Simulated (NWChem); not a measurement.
Species: GeSiH5OCl; SMILES Cl[SiH2][O][GeH3]

```xyz
9

Si    -1.0011     1.3457     0.0014
Cl     0.9561     2.0491    -0.0008
O     -0.9920    -0.2919    -0.0031
Ge     0.2165    -1.6110    -0.0026
H     -1.6613     1.8686    -1.2234
H     -1.6560     1.8625     1.2317
H      1.0713    -1.4883     1.2690
H     -0.6158    -2.8999    -0.0038
H      1.0733    -1.4870    -1.2727
```
Atoms are numbered in this order, from 1.

Program: NWChem. Structure relaxed at the PBE0/def2-SVP level. GIAO values for the isolated, static molecule; σ is the absolute isotropic shielding, δ = σ(reference) − σ with the isolated reference molecule computed at the same levels (1H: tetramethylsilane, 17O: water, 29Si: tetramethylsilane).

### Question
Predict the results for PBE0/pcSseg-1. Quantities: δ Si1 (ppm); σ Cl2 (ppm); δ O3 (ppm); σ Ge4 (ppm); δ H5 (ppm); δ H7 (rotor mean) (ppm).

### Answer
```yaml
"δ Si1 (ppm)": -12.7
"σ Cl2 (ppm)": 901.4
"δ O3 (ppm)": 28.4
"σ Ge4 (ppm)": 1413.9
"δ H5 (ppm)": 5.49
"δ H7 (rotor mean) (ppm)": 5.23
```
